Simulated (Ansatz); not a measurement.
Reaction (isomerisation): `CC(S)[SiH2]F` → `CS[SiH2]CF`

Computed with Ansatz on PBE0-D4/def2-TZVP structures; ΔE is electronic, products minus reactants. CCSD(T)/CBS is the MP2 limit (def2-TZVPP, def2-QZVPP) plus CCSD(T) − MP2 in def2-TZVPP, frozen cores. DFT in def2-TZVPP. HSE06 is defined as in plane-wave codes. One conformer a species, not always the lowest.

CCSD(T)/CBS gives +154.2 kJ/mol.

**Question.** Another level gave +131.9 kJ/mol. Which?
A. PBE/def2-TZVPP
B. CCSD(T)/def2-TZVPP
C. HSE06-D4/def2-TZVPP
D. ωB97M-V/def2-TZVPP

**Answer.** A. PBE 131.9, ωB97M-V 146.8, HSE06-D4 138.5, CCSD(T)/def2-TZVPP 153.5 kJ/mol.

Largest T1 diagnostic among the species: 0.011.

From PBE to PBE0 (25 % exact exchange), in def2-TZVPP and without D4, ΔE moves by +6.0 kJ/mol. In def2-TZVPP, CCSD(T) changes the Hartree–Fock value by +9.1 kJ/mol (the triples alone add −0.1 kJ/mol) and MP2 by +18.9 kJ/mol.

CCSD(T)/CBS has its own doubt, a few kJ/mol and more with outer-core shells, so smaller differences from it don't rank the levels.
